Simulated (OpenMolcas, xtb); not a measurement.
**AlGeH4F (SMILES [F][AlH][GeH3]): methods side by side**

AlGeH4F: 7 atoms, total charge 0, spin state singlet. As SMILES, `[F][AlH][GeH3]`. The shape is that of a PBE0-D4/def2-TZVP optimisation.

```xyz
7

F    -2.0020   -1.4878    0.7165
Al   -0.4915   -1.3271    0.0666
Ge    0.4282    0.9603   -0.0651
H     0.2040   -2.6599   -0.4226
H     0.0957    1.5992   -1.4280
H    -0.1364    1.8870    1.0248
H     1.9633    0.9602    0.0623
```

Quantity: the HOMO–LUMO gap, in eV. The values are calculated.

```
           level             kind     program  value (eV)
        GFN0-xTB   semi-empirical         xtb        4.54
    HF/def2-SVPD     Hartree–Fock  OpenMolcas       11.45
 SVWN5/def2-SVPD              LDA  OpenMolcas        4.13
revPBE/def2-SVPD              GGA  OpenMolcas        4.32
 M06-L/def2-SVPD         meta-GGA  OpenMolcas        4.94
M06-2X/def2-SVPD  hybrid meta-GGA  OpenMolcas        7.72
B2PLYP/def2-SVPD    double hybrid  OpenMolcas        8.10
```

All-electron rows without a relativistic Hamiltonian named are non-relativistic. The values span 4.13 to 11.45 eV. Orbital gaps aren't excitation energies, and those of double hybrids come from the SCF part alone; they tend to grow with the share of exact exchange.
